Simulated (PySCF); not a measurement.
Molfile (atoms numbered from 1):
```
C9H16O
     RDKit          3D

 26 27  0  0  0  0  0  0  0  0999 V2000
    3.0239    0.4732   -0.3858 C   0  0  0  0  0  0  0  0  0  0  0  0
    1.9582   -0.3938   -0.6118 O   0  0  0  0  0  0  0  0  0  0  0  0
    1.0311   -0.4990    0.4448 C   0  0  2  0  0  0  0  0  0  0  0  0
    0.1057   -1.6632    0.1091 C   0  0  0  0  0  0  0  0  0  0  0  0
   -0.9343   -1.2981   -0.9495 C   0  0  0  0  0  0  0  0  0  0  0  0
   -1.5895    0.0538   -0.6482 C   0  0  1  0  0  0  0  0  0  0  0  0
   -2.1224    0.1201    0.7956 C   0  0  0  0  0  0  0  0  0  0  0  0
   -0.9198    0.5919    1.6521 C   0  0  0  0  0  0  0  0  0  0  0  0
    0.2311    0.7997    0.6525 C   0  0  2  0  0  0  0  0  0  0  0  0
   -0.5076    1.1377   -0.6434 C   0  0  0  0  0  0  0  0  0  0  0  0
    2.7222    1.5378   -0.3749 H   0  0  0  0  0  0  0  0  0  0  0  0
    3.7465    0.3337   -1.2025 H   0  0  0  0  0  0  0  0  0  0  0  0
    3.5349    0.2557    0.5735 H   0  0  0  0  0  0  0  0  0  0  0  0
    1.5811   -0.7289    1.3825 H   0  0  0  0  0  0  0  0  0  0  0  0
    0.7252   -2.5106   -0.2214 H   0  0  0  0  0  0  0  0  0  0  0  0
   -0.3979   -1.9861    1.0338 H   0  0  0  0  0  0  0  0  0  0  0  0
   -1.6992   -2.0901   -1.0074 H   0  0  0  0  0  0  0  0  0  0  0  0
   -0.4522   -1.2487   -1.9394 H   0  0  0  0  0  0  0  0  0  0  0  0
   -2.3825    0.2528   -1.3860 H   0  0  0  0  0  0  0  0  0  0  0  0
   -2.9482    0.8447    0.8610 H   0  0  0  0  0  0  0  0  0  0  0  0
   -2.5289   -0.8477    1.1289 H   0  0  0  0  0  0  0  0  0  0  0  0
   -0.6529   -0.1233    2.4466 H   0  0  0  0  0  0  0  0  0  0  0  0
   -1.1515    1.5419    2.1566 H   0  0  0  0  0  0  0  0  0  0  0  0
    0.9098    1.6012    0.9822 H   0  0  0  0  0  0  0  0  0  0  0  0
   -0.9548    2.1437   -0.5845 H   0  0  0  0  0  0  0  0  0  0  0  0
    0.1465    1.1008   -1.5270 H   0  0  0  0  0  0  0  0  0  0  0  0
  1  2  1  0
  2  3  1  0
  3  4  1  0
  4  5  1  0
  5  6  1  0
  6  7  1  0
  7  8  1  0
  8  9  1  0
  9 10  1  0
  9  3  1  0
 10  6  1  0
  1 11  1  0
  1 12  1  0
  1 13  1  0
  3 14  1  1
  4 15  1  0
  4 16  1  0
  5 17  1  0
  5 18  1  0
  6 19  1  6
  7 20  1  0
  7 21  1  0
  8 22  1  0
  8 23  1  0
  9 24  1  1
 10 25  1  0
 10 26  1  0
M  END
```

- shieldings: GIAO PBE0/pcSseg-1
- geometry from PBE0-D3(BJ)/def2-SVP
- program: PySCF
- one averaged value for each set of equivalent atoms, single conformer, relativity neglected, in vacuum

Referencing at the same level of theory: ¹³C (184.41 ppm) against TMS.

Question: Do the ¹³C shifts follow the atomic charges (in e)? Tabulate both.

Answer: 
```
atoms  hybridisation  δ (ppm)  σ para (ppm)  Hirshfeld    IAO  Mulliken  ESP-fitted
   C3            sp3     81.1          -142      +0.04  +0.09     +0.08       +0.14
   C1            sp3     55.7          -114      -0.04  -0.19     -0.03       -0.19
   C6            sp3     37.2          -100      -0.03  -0.10     -0.33       +0.10
   C9            sp3     36.6          -101      -0.04  -0.13     -0.34       +0.04
  C10            sp3     33.1           -95      -0.08  -0.26     -0.08       -0.23
   C5            sp3     31.4           -92      -0.07  -0.25     -0.13       -0.17
   C7            sp3     30.0           -94      -0.07  -0.27     -0.16       -0.14
   C8            sp3     28.7           -92      -0.07  -0.26     -0.15       -0.18
   C4            sp3     28.2           -90      -0.08  -0.26     -0.19       -0.24
```

Correlation coefficients of δ with charge over these carbons: Hirshfeld +0.91, IAO +0.87, Mulliken +0.67, ESP-fitted +0.58; with the paramagnetic shielding -1.00. With so few points these coefficients are fragile. Charge is one influence among several: hybridisation and low-lying excitations act through the paramagnetic term.

Shifts are as computed. Against solution values, carbons near 30 ppm lie about +2 ppm off and those near 130 ppm about +5 ppm. Of 1211 compounds with measured shifts, 218 miss one by over three times the rms of a fit or turn the order of signals round; such compounds aren't used in these exercises.
